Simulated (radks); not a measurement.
Values are calculated unless marked as measured or tabulated.
Q: These are the eigenvalues of the occupied orbitals of an atom or ion with whole-number occupations (hartree). Code: a radial shooting solver on a logarithmic mesh with Libxc functionals. Model: scalar-relativistic Kohn-Sham, PBEsol, spin-unpolarised, spherical densities, point nucleus.

1s: -2598.452
2s: -486.2766
2p: -430.9893
3s: -146.5140
3p: -130.1199
3d: -111.4851
4s: -61.41290
4p: -55.50658
4d: -48.32944

Which element is it, and in what charge state? The configuration may be excited.

A: Z = 74, tungsten, charge +32: W32+ in [Kr] 4d6. The list shows which subshells hold electrons but not how many an open one holds; the 1s level, -2598.5 hartree, gives Z - s = 72.1 by -(Z - s)^2/2, which with screening and relativity narrows Z to a few neighbours, and the depths of the outer levels then fix element, charge and occupations together.
